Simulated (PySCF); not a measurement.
Nitrogen: a sound run and one with changed settings

Sound run: N+ [He] 2s2 2p2, N(2+) [He] 2s2 2p1. Calculation: PySCF 2.14, in cc-pVTZ-DK (4s3p2d1f, 30 functions); scalar relativity by spin-free X2C-1e. In the sound run the correlated levels freeze 1s2. The sound run starts from symmetry-adapted Hartree-Fock orbitals and uses a fine grid where one is needed.

Changed run: all electrons correlated in a basis built for the valence shell.

| species | method | sound run (hartree) | changed run (hartree) | converged |
| --- | --- | --- | --- | --- |
| N+ | MP2 | -53.99117 | -54.00080 | yes |
| N+ | CCSD(T) | -54.01378 | -54.02334 | yes |
| N(2+) | MP2 | -52.90345 | -52.91232 | yes |
| N(2+) | CCSD(T) | -52.93117 | -52.93978 | yes |

Ionisation energy of N+:

| method | sound run (eV) | changed run (eV) |
| --- | --- | --- |
| UHF | 29.185 | 29.185 |
| MP2 | 29.598 | 29.619 |
| SCS-MP2 | 29.462 | 29.476 |
| CCSD | 29.444 | 29.472 |
| CCSD(T) | 29.460 | 29.485 |

A valence basis has no tight correlating functions, so it recovers only part of the core correlation, and not evenly between atom and ion.

For comparison, NIST gives 29.601 eV between the lowest levels.
